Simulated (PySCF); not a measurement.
# PbF: a composite coupled-cluster calculation

State: ²Π, doublet, unpaired electrons π ↑. De refers to Pb + F. ROHF-based CCSD(T) in PySCF 2.14 with Pb cc-pwCVDZ-PP with ECP60, F aug-cc-pVDZ and Pb cc-pwCVTZ-PP with ECP60, F aug-cc-pVTZ (frozen core orbitals: 5; scalar-relativistic core potentials). Correlation energies are extrapolated as n⁻³ (n = 2, 3), Hartree–Fock as (n+1)·exp(−9√n).

```tsv
Level	Re (Å)	ωe (cm⁻¹)	ωexe (cm⁻¹)	αe (cm⁻¹)	De (eV)
CCSD(T)/DZ	2.0741	512.2	2.22	0.00139	4.461
CCSD(T)/TZ	2.0524	520.0	2.28	0.00145	4.603
HF/CBS	2.0364	532.4	2.43	0.00150	2.823
MP2/CBS	2.0482	522.6	2.23	0.00144	4.924
CCSD/CBS	2.0417	529.0	2.31	0.00146	4.456
CCSD(T)/CBS	2.0478	522.9	2.28	0.00145	4.660
```

Question: How much is left between CCSD(T)/TZ and the basis-set limit, and how much do the triples give at the limit?

Answer: CCSD(T)/CBS less CCSD(T)/TZ: -4.6 mÅ in Re, +2.9 cm⁻¹ in ωe and +0.057 eV in De. CCSD(T)/CBS less CCSD/CBS: +6.1 mÅ in Re, -6.1 cm⁻¹ in ωe and +0.204 eV in De.

The T1 diagnostic is 0.019. The state was picked by a PBE0 search and need not be the measured ground state. Spin–orbit coupling, excitations beyond (T) and corrections to the Born–Oppenheimer picture are left out, and spin–orbit coupling matters for open p, d or f shells this heavy.

The whole job (state search and all basis sets along the bond) took about 36 min on 4 threads of Arm Neoverse V2 (shared host), peak memory 11 GiB.
